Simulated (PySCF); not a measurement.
# Mg (magnesium, neutral) across methods

[Ne] 3s1 4s1, high-spin 3S determinant (an excited configuration). Computed with PySCF 2.14 in aug-cc-pVDZ-DK (5s4p2d, 27 functions), with scalar relativity by spin-free X2C-1e.

```json
{"method": "BLYP", "E (hartree)": "-200.1987", "mean ε 2p β (eV)": "-52.035", "mean ε 3s α (eV)": "-8.287", "mean ε 4s α (eV)": "-1.421", "Σ⟨r²⟩ (bohr²)": "88.58", "⟨S²⟩": "2.000"}
{"method": "LDA", "E (hartree)": "-199.2370", "mean ε 2p β (eV)": "-51.959", "mean ε 3s α (eV)": "-8.449", "mean ε 4s α (eV)": "-1.592", "Σ⟨r²⟩ (bohr²)": "87.09", "⟨S²⟩": "2.000"}
{"method": "r2SCAN", "E (hartree)": "-200.1632", "mean ε 2p β (eV)": "-53.495", "mean ε 3s α (eV)": "-8.570", "mean ε 4s α (eV)": "-1.544", "Σ⟨r²⟩ (bohr²)": "90.05", "⟨S²⟩": "2.000"}
{"method": "r2SCAN0", "E (hartree)": "-200.1587", "mean ε 2p β (eV)": "-57.135", "mean ε 3s α (eV)": "-9.308", "mean ε 4s α (eV)": "-1.777", "Σ⟨r²⟩ (bohr²)": "89.25", "⟨S²⟩": "2.000"}
{"method": "B3LYP", "E (hartree)": "-200.2107", "mean ε 2p β (eV)": "-55.450", "mean ε 3s α (eV)": "-9.072", "mean ε 4s α (eV)": "-1.736", "Σ⟨r²⟩ (bohr²)": "88.47", "⟨S²⟩": "2.000"}
{"method": "PBE0", "E (hartree)": "-200.0883", "mean ε 2p β (eV)": "-56.052", "mean ε 3s α (eV)": "-9.191", "mean ε 4s α (eV)": "-1.872", "Σ⟨r²⟩ (bohr²)": "89.22", "⟨S²⟩": "2.000"}
{"method": "UHF", "E (hartree)": "-199.75782", "mean ε 2p β (eV)": "-67.092", "mean ε 3s α (eV)": "-11.254", "mean ε 4s α (eV)": "-2.378", "Σ⟨r²⟩ (bohr²)": "90.46", "⟨S²⟩": "2.000"}
{"method": "LC-wPBE", "E (hartree)": "-200.1100", "mean ε 2p β (eV)": "-57.840", "mean ε 3s α (eV)": "-11.482", "mean ε 4s α (eV)": "-2.622", "Σ⟨r²⟩ (bohr²)": "89.82", "⟨S²⟩": "2.000"}
{"method": "PBE", "E (hartree)": "-200.0693", "mean ε 2p β (eV)": "-51.970", "mean ε 3s α (eV)": "-8.384", "mean ε 4s α (eV)": "-1.622", "Σ⟨r²⟩ (bohr²)": "88.82", "⟨S²⟩": "2.000"}
```

The outer electron is Rydberg-like, and this basis confines it to a smaller radius and binds it less than a complete one would.
